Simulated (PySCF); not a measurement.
Fill in the blanks.

Species: (SiH3)3P, H9PSi3.
SMILES with atom numbers: `[SiH3:1][P:2]([SiH3:3])[SiH3:4]` (hydrogens: H5, H6, H7 on Si1; H8, H9, H10 on Si3; H11, H12, H13 on Si4)

Geometry (PBE0-D3(BJ)/def2-SVP, Å), atoms numbered from 1 in this order:
```xyz
13
H9PSi3 angstrom
Si    -0.645    1.690   -0.828
P      0.290   -0.316   -1.281
Si     1.891   -0.267    0.310
Si    -1.198   -1.598   -0.164
H      0.302    2.754   -1.277
H     -0.940    1.881    0.627
H     -1.918    1.792   -1.602
H      2.919    0.735   -0.100
H      2.513   -1.623    0.382
H      1.364    0.100    1.662
H     -0.661   -2.990   -0.111
H     -2.484   -1.584   -0.924
H     -1.453   -1.118    1.231
```

```json
{"property": "point group", "level": "PBE0-D3(BJ)/def2-SVP", "value": "?"}
{"property": "rotational constants A, B, C", "level": "PBE0-D3(BJ)/def2-SVP", "value": "?"}
{"property": "dipole moment", "level": "CAM-B3LYP/def2-SVPD", "value": "?"}
{"property": "HOMO energy", "level": "CAM-B3LYP/def2-SVPD", "value": "?"}
{"property": "LUMO energy", "level": "CAM-B3LYP/def2-SVPD", "value": "0.73 eV"}
{"property": "lowest singlet excitation", "level": "TDDFT CAM-B3LYP/def2-SVPD", "value": "?"}
{"property": "strongest line among the 6 lowest singlet transitions", "level": "TDDFT CAM-B3LYP/def2-SVPD", "value": "S4/S5 at 6.44 eV (192 nm, f = 0.098 summed over these states)"}
{"property": "static isotropic polarisability", "level": "CAM-B3LYP/def2-SVPD", "value": "?"}
{"property": "electronic spatial extent ⟨r²⟩ about the centre of nuclear charge", "level": "CAM-B3LYP/def2-SVPD", "value": "?"}
```

The electronic properties come from PySCF, for the isolated species, density fitting.

The electronic spatial extent ⟨r²⟩ about the centre of nuclear charge?

1020 bohr².

What is the HOMO energy?

-8.53 eV.

Give the point group.

C3v.

The lowest singlet excitation?

6.17 eV (201 nm, f = 0.044).

The dipole moment?

0.54 D.

What are the rotational constants A, B, C?

2.187, 2.184, 1.307 GHz.

Give the static isotropic polarisability.

115.1 au.

The rotational constants are those of an oblate symmetric top; the small spread among constants that symmetry makes equal is optimisation noise. The dipole equals about 1.8 × 10⁻³⁰ C·m (1 D = 3.33564 × 10⁻³⁰ C·m). With B = h/(8π²I), that is 505.379 GHz u Å² over I, the principal moments of inertia are 231.0, 231.4 and 386.6 u Å² (most abundant isotopes). The principal polarisabilities are 97.9, 123.7 and 123.7 au; their mean is the isotropic value. No computed singlet falls in the visible range (750 to 380 nm, 1.65 to 3.26 eV); S1 lies 2.91 eV above its blue end.
